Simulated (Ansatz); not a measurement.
Molecule: IrO$_{3}$, net charge 0, doublet state. The spin state was set by rule; other spins were not relaxed. 
Geometry from a B3LYP-D3(BJ)/def2-TZVP (Ansatz, an electronic-structure program) optimisation:
```xyz
4

Ir    -0.0113    -0.0191     0.0004
O      1.7111     0.1073    -0.0034
O     -0.7262     1.5526    -0.0353
O     -0.8756    -1.4759     0.0344
```
Charge 0, spin multiplicity 2.

Quantity: atomisation energy (electronic, to ground-state atoms), in kJ/mol. Correlated levels leave the core frozen unless marked. UHF or UKS for open shells. No spin-orbit coupling. The frozen core is the preceding noble-gas configuration, with the filled d and f shells of earlier blocks. Past Kr the def2 sets carry scalar-relativistic core potentials. The coupled-cluster limit lacks core correlation, which all-electron functionals hold. CBS marks a two-point X^-3 extrapolation of the correlation energy; Hartree-Fock from the larger set. [CCSD(T)-MP2]/basis is that difference in the basis named.

The UHF reference is spin-contaminated (<S^2> 0.94 over the pure value in the largest basis). The T1 diagnostic of CCSD in the largest basis is 0.084, which is high, so the coupled-cluster rows are less sure than usual.

```
level                                                              program  atomisation energy (kJ/mol)
----------------------------------------------------------  --------------  ---------------------------
BLYP-D3(BJ)/def2-TZVPD                                      Ansatz + dftd3                          [?]
r2SCAN0/def2-TZVPD                                                  Ansatz                          [?]
CAM-B3LYP-D4/def2-TZVPD                                     Ansatz + dftd4                       1366.8
CAM-B3LYP/def2-TZVPD                                                Ansatz                       1360.0
wB97X/def2-TZVPD                                                    Ansatz                       1345.5
CCSD/def2-SVPD                                                      Ansatz                       1111.6
RI-MP2/CBS(def2-TZVPP,def2-QZVPP)+[CCSD(T)-MP2]/def2-TZVPP          Ansatz                          [?]
```

Question: What belongs in the gaps?

Answer: 
- BLYP-D3(BJ)/def2-TZVPD, atomisation energy (kJ/mol): 1588.7
- r2SCAN0/def2-TZVPD, atomisation energy (kJ/mol): 1275.2
- RI-MP2/CBS(def2-TZVPP,def2-QZVPP)+[CCSD(T)-MP2]/def2-TZVPP, atomisation energy (kJ/mol): 1402.3
